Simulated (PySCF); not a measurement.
# Spin-rotation constants: `c1(C[P+](C#C)(C)C)ccccc1`, [C₁₁H₁₄P]+, charge +1

Geometry:
```csv
atom,x (Å),y (Å),z (Å)
C1,-3.981,-1.341,-1.520
C2,-3.017,-0.867,-0.979
P3,-1.594,-0.198,-0.218
C4,-1.645,1.599,-0.394
C5,-1.629,-0.634,1.535
C6,-0.119,-0.894,-1.036
C7,1.122,-0.329,-0.390
C8,1.692,0.842,-0.874
C9,2.831,1.360,-0.281
C10,3.406,0.714,0.801
C11,2.844,-0.455,1.285
C12,1.704,-0.975,0.694
H13,-4.830,-1.753,-1.990
H14,-2.523,1.989,0.120
H15,-1.701,1.867,-1.449
H16,-0.743,2.028,0.045
H17,-1.674,-1.717,1.644
H18,-0.727,-0.255,2.017
H19,-2.508,-0.191,2.003
H20,-0.162,-1.982,-0.938
H21,-0.171,-0.636,-2.098
H22,1.258,1.337,-1.732
H23,3.271,2.264,-0.671
H24,4.295,1.117,1.259
H25,3.295,-0.968,2.119
H26,1.282,-1.899,1.061
```

Total charge +1.

Computed with GIAO OPBE/3-21G magnetisability, rotational g tensor and spin-rotation constants, non-relativistic, gas phase (PySCF). Geometry: GFN2-xTB.

For an ion the centre-of-mass motion in the field is neglected.

(1) Give the nuclear spin-rotation constants along the inertial axes (H = +C I·J) beside the isotropic shieldings.

## Answers

(1) Rotational constants 1.9255, 0.4570, 0.4334 GHz. A star marks the isotopologue with that one atom substituted, in its own axes.
```tsv
atom	isotope	Caa (kHz)	Cbb (kHz)	Ccc (kHz)	mean (kHz)	σ (ppm)
P3	31P	2.297	0.494	0.514	1.101	484.1
H13	1H	-0.008	-0.062	-0.050	-0.040	29.5
H14	1H	-0.173	-0.061	-0.023	-0.086	31.4
H15	1H	-0.263	-0.018	-0.043	-0.108	31.2
H16	1H	-0.052	-0.060	-0.052	-0.055	31.4
H17	1H	-0.263	-0.018	-0.043	-0.108	31.3
H18	1H	-0.052	-0.060	-0.052	-0.055	31.4
H19	1H	-0.173	-0.061	-0.023	-0.086	31.4
H20	1H	-0.231	-0.019	-0.033	-0.094	29.2
H21	1H	-0.231	-0.019	-0.033	-0.094	29.2
H22	1H	-0.139	0.015	-0.053	-0.059	26.0
H23	1H	-0.128	0.017	-0.052	-0.054	25.5
H24	1H	0.139	-0.053	-0.044	0.014	25.4
H25	1H	-0.128	0.017	-0.052	-0.054	25.5
H26	1H	-0.140	0.015	-0.053	-0.059	26.0
C1	13C*	0.174	0.134	0.114	0.141	113.8
C2	13C*	0.062	0.109	0.089	0.087	152.4
C4	13C*	0.175	0.036	0.039	0.083	199.9
C6	13C*	0.208	0.060	0.056	0.108	176.4
C7	13C*	0.637	0.110	0.049	0.265	108.1
C8	13C*	0.529	0.160	0.044	0.245	98.5
C9	13C*	0.559	0.162	0.040	0.253	96.5
C10	13C*	0.673	0.136	0.042	0.284	95.1
```
For the geometry as given, no vibrational averaging.
